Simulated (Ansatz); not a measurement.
Stepwise reaction of `[NH2][Sc]([NH2])[O][SiH3]` with hydrogen chloride, as a gas-phase model of exchange steps in deposition or etching. ΔE in kJ/mol.

Isolated molecules relaxed with PBE0-D4/def2-TZVP in Ansatz; ΔE leaves out vibrations. CCSD(T)/CBS is the MP2 limit (def2-TZVPP, def2-QZVPP) plus CCSD(T) − MP2 in def2-TZVPP, frozen cores. This one scheme is used for every species. DFT in def2-TZVPP. B3LYP here is the variant with VWN-RPA as its local correlation; programs differ in this. For Sc outer-core shells are correlated without core-valence functions, which leaves a few kJ/mol of doubt a bond. Scalar relativity is left out up to krypton. One conformer a species, not always the lowest.

```csv
step,reaction,PBE-D4,B3LYP-D4,ωB97M-V,CCSD(T)/CBS
1,`[NH2][Sc]([NH2])[O][SiH3]` + HCl → `[NH2][Sc]([Cl])[O][SiH3]` + NH₃,-123.0,-126.0,-126.8,-125.9
```

**Question.** Give the row of step 2, `[NH2][Sc]([Cl])[O][SiH3]` + HCl → `[SiH3][O][Sc]([Cl])[Cl]` + NH₃. (Best estimate.)

**Answer.** Ansatz gave: 
```tsv
step	reaction	PBE-D4	B3LYP-D4	ωB97M-V	CCSD(T)/CBS
2	`[NH2][Sc]([Cl])[O][SiH3]` + HCl → `[SiH3][O][Sc]([Cl])[Cl]` + NH₃	-104.9	-107.4	-107.8	-108.8
```

**Question.** By hand: ΔE of the 2 steps together at CCSD(T)/CBS.

**Answer.** (-125.9) + (-108.8) = -234.7 kJ/mol, or -117.3 kJ/mol a step.

In ΔE each step is higher than the one before. All are downhill at CCSD(T)/CBS. PBE-D4 differs from CCSD(T)/CBS by 2.9 to 3.9 kJ/mol a step. Only this route is followed, and other bonds may react first. Isolated molecules leave out the surface, adducts and barriers. Largest T1 diagnostic: 0.014.
